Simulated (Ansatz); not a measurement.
Input file for Ansatz (a program for electronic structure): R-r2SCAN/def2-TZVPP on C2H6BF (SMILES CB(C)F), a point of a torsion scan.

Ansatz 0.2 input:
```yaml
crystal:
  periodic: [false, false, false]
  atoms:
    - {symbol: C, position_ang: [-1.33665665, -0.16385228, -0.28567678]}
    - {symbol: B, position_ang: [-0.19211184, 0.44452767, 0.61642805]}
    - {symbol: C, position_ang: [1.21004428, -0.23976196, 0.85967189]}
    - {symbol: F, position_ang: [-0.43645439, 1.60787241, 1.20646668]}
    - {symbol: H, position_ang: [-1.57859988, 0.51880963, -1.09909113]}
    - {symbol: H, position_ang: [-1.08704496, -1.12708638, -0.71880847]}
    - {symbol: H, position_ang: [-2.25449508, -0.27798869, 0.28905930]}
    - {symbol: H, position_ang: [1.87490390, 0.36895779, 1.46628452]}
    - {symbol: H, position_ang: [1.71137014, -0.45401315, -0.08201559]}
    - {symbol: H, position_ang: [1.08629867, -1.19890810, 1.35966798]}
basis:
  gaussian:
    orbitals: def2-TZVPP
hamiltonian:
  xc: {name: r2SCAN}
scf: {lower_state_search: off}
```

Question: What total energy does the run end on?

Answer: -204.5669 hartree.
